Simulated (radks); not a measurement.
Charge is removed step by step from the 5s1/2 level of neutral praseodymium, starting from [Xe] 4f3 6s2. All-electron calculation, Dirac Kohn-Sham, PBEsol, spin-unpolarised, spherical densities, finite nucleus; open shells fill j = l - 1/2 first; Fermi nuclear charge, rms radius 4.8919 fm. Program: a radial shooting solver on a logarithmic mesh with Libxc functionals.

removed (e)  E - E(0) (eV)  eigenvalue (eV)  E minus straight line (eV)
0                    0.000          -38.936                       0.000
0.1                  3.941          -39.899                      -0.469
0.2                  7.981          -40.895                      -0.841
0.3                 12.121          -41.918                      -1.111
0.4                 16.365          -42.963                      -1.278
0.5                 20.715          -44.029                      -1.339
0.6                 25.172          -45.113                      -1.293
0.7                 29.738          -46.214                      -1.138
0.8                 34.415          -47.331                      -0.871
0.9                 39.204          -48.462                      -0.493
1                   44.108          -49.607                       0.000

Removing the whole electron costs 44.108 eV by Delta-SCF, against 38.936 eV from minus the eigenvalue at the starting occupation. Slater's transition state (half an electron removed) gives 44.029 eV. Integrating minus the eigenvalue over the occupation (Janak's theorem) gives 44.108 eV. The mean slope of the eigenvalue, de/dn, is 10.7 eV per electron.
